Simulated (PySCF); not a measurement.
**As²⁺ (arsenic, charge +2) across methods**

[Ar] 3d10 4s1 4p2, high-spin 4P determinant (an excited configuration). All numbers are calculated (PySCF 2.14, scalar relativity by spin-free X2C-1e, in aug-cc-pVDZ-DK (6s5p3d, 36 functions)). The B2PLYP total includes its PT2 part (frozen core); its orbital energies are those of the SCF part.

```csv
method,E (hartree),mean ε 3d β (eV),mean ε 4s α (eV),mean ε 4p α (eV),Σ⟨r²⟩ (bohr²),⟨S²⟩
PBE,-2258.941,-63.242,-35.570,-24.579,23.32,3.751
B3LYP,-2259.290,-66.753,-37.046,-25.539,23.29,3.750
r2SCAN,-2259.244,-64.099,-36.330,-25.029,23.18,3.751
PBE0,-2258.993,-67.492,-37.502,-25.958,23.29,3.751
wB97X-V,-2259.068,-69.732,-40.076,-28.231,23.37,3.751
UHF,-2257.67013,-79.002,-42.613,-29.525,23.45,3.751
LDA,-2255.783,-63.520,-35.748,-24.597,23.29,3.751
TPSSh,-2259.205,-64.837,-36.459,-25.185,23.26,3.751
```

(1) Estimate the same row for B2PLYP.

## Answers

(1) E (hartree) = -2258.839; mean ε 3d β (eV) = -71.819; mean ε 4s α (eV) = -39.290; mean ε 4p α (eV) = -27.107; Σ⟨r²⟩ (bohr²) = 23.34; ⟨S²⟩ = 3.751.
